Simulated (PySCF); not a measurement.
F3Ga, SMILES `[F][Ga]([F])[F]`, neutral singlet in the gas phase. 

Cartesian coordinates (Å):
```xyz
4

F     -1.0391    -1.3739     0.0061
Ga     0.0000     0.0000     0.0007
F      1.7093    -0.2129    -0.0154
F     -0.6702     1.5868     0.0085
```
Charge 0, spin multiplicity 1.

All levels are single points at this geometry (CAM-B3LYP-D3(BJ)/def2-TZVP); Pople sets use spherical d functions. Orbital energies aren't observables, and empty levels follow the basis.

B3LYP/LANL2DZ in PySCF gives gap (eV) = 8.53.

Task: Estimate the gap (eV) from each of these levels: CAM-B3LYP-D3(BJ)/def2-TZVP in PySCF; PBE-D3(BJ)/def2-TZVP in PySCF; TPSSh-D3(BJ)/def2-TZVP in PySCF; B3LYP/3-21G in PySCF; B3LYP/6-311+G** (LANL2DZ on Ga) in PySCF.

Result: 
```tsv
level	gap (eV)
CAM-B3LYP-D3(BJ)/def2-TZVP in PySCF	11.95
PBE-D3(BJ)/def2-TZVP in PySCF	6.31
TPSSh-D3(BJ)/def2-TZVP in PySCF	7.88
B3LYP/3-21G in PySCF	7.89
B3LYP/6-311+G** (LANL2DZ on Ga) in PySCF	8.85
```
